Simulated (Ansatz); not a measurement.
Reaction (SMILES): P#N (N-P) → N atom + P atom
B3LYP-D3(BJ)/def2-TZVP geometries, fixed; electronic energies without zero-point terms.

Basis-set convergence of the atomisation energy at CCSD(T) with Ansatz (a quantum-chemistry and plane-wave program). Cartesian d functions, on some or all atoms, in 6-311G**; all else is spherical. Cores are frozen. A restricted Hartree-Fock determinant is unstable towards unrestricted orbitals. Open shells are unrestricted. No added dispersion term, no relativity. Functions are those of the species that has most. Reference: Hartree-Fock in aug-cc-pV(Q+d)Z plus the correlation part extrapolated as X^-3 from aug-cc-pV(T+d)Z and aug-cc-pV(Q+d)Z, 144.91 kcal/mol, itself unsure by roughly 1.40 kcal/mol (a third of the extrapolation step and of the last Hartree-Fock step).

```tsv
basis	functions	atomisation energy (kcal/mol)
def2-SVP	32	…
pcseg-1	32	121.12
def2-SVPD	44	123.75
6-311G**	45	…
aug-pcseg-1	50	124.12
aug-cc-pV(D+d)Z	55	…
6-311++G(2d,2p)	62	126.56
pcseg-2	64	136.01
cc-pV(T+d)Z	69	133.89
def2-TZVPD	80	…
6-311++G(3df,3pd)	86	137.43
aug-cc-pV(T+d)Z	101	136.13
cc-pV(Q+d)Z	119	140.44
def2-QZVPP	127	140.48
def2-QZVPPD	139	140.66
aug-cc-pV(Q+d)Z	169	141.57
aug-pcseg-3	174	141.23
cc-pV(5+d)Z	191	142.84
```

Question: Some entries are withheld; supply them.

Answer: 
- def2-SVP, atomisation energy (kcal/mol): 121.30
- 6-311G**, atomisation energy (kcal/mol): 123.63
- aug-cc-pV(D+d)Z, atomisation energy (kcal/mol): 122.31
- def2-TZVPD, atomisation energy (kcal/mol): 134.79
